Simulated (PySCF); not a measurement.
**Excitation energies in several basis sets**

C2H5ClGe.
Atom-mapped SMILES: `[Cl:1]/[CH:2]=[CH:3]/[GeH3:4]` (hydrogens: H5 on C2; H6 on C3; H7, H8, H9 on Ge4)

Structure used (PBE0-D3(BJ)/def2-SVP), in Å, numbered top down from 1:
```
atom  x, y, z in Å
Cl1    2.5164   -0.3949   -0.0570
C2     0.8115   -0.1229   -0.1551
C3    -0.1041   -0.9724    0.3108
Ge4   -2.0025   -0.6061    0.1693
H5     0.5704    0.8270   -0.6419
H6     0.2336   -1.9009    0.7839
H7    -2.6949   -1.7074   -0.6546
H8    -2.1827    0.7554   -0.5249
H9    -2.6398   -0.5666    1.5703
```

TDDFT with PBE0 (PySCF), vertical singlets, core orbitals frozen in the response, spherical d and f functions. Isolated species at its PBE0-D3(BJ)/def2-SVP geometry, gas phase. Relativistic effects, spin–orbit coupling among them, are left out although an element past zinc is present.

| basis | functions | diffuse | S1 (eV) | S2 (eV) | S3 (eV) | S4 (eV) | S5 (eV) | LUMO (eV) | α (au) |
| --- | --- | --- | --- | --- | --- | --- | --- | --- | --- |
| 6-31G* | 88 | no | 6.71 | 6.85 | 6.95 | 7.31 | 7.51 | -0.28 | 58.2 |
| def2-SVP | 103 | no | 6.60 | 6.72 | 7.16 | 7.29 | 7.48 | -0.45 | 60.5 |
| def2-SVPD | 145 | yes | 6.39 | 6.61 | 6.69 | 6.97 | 7.20 | -0.71 | 73.5 |
| aug-cc-pVDZ | 154 | yes | 6.33 | 6.39 | 6.64 | 6.69 | 7.04 | -0.68 | 74.1 |
| def2-TZVP | 177 | no | 6.41 | 6.66 | 6.76 | 7.14 | 7.34 | -0.63 | 69.5 |
| def2-TZVPD | 219 | yes | 6.31 | 6.47 | 6.63 | 6.74 | 7.12 | -0.71 | 74.7 |

How much do these states and the polarisability depend on the basis?

States are compared by their number. Against the largest diffuse basis here (def2-TZVPD, itself not a converged limit), sets without diffuse functions differ by up to 0.41 eV in S1 and 0.39 eV in S5; the smaller diffuse sets differ by up to 0.08 and 0.09 eV. State by state, the largest deviation of a set without diffuse functions is S1 0.41, S2 0.38, S3 0.53, S4 0.57, S5 0.39 eV. The same number needn't mean the same state in each row. Against def2-TZVPD the polarisability deviates by -22% in 6-31G*, -19% in def2-SVP, -2% in def2-SVPD, -1% in aug-cc-pVDZ, -7% in def2-TZVP.
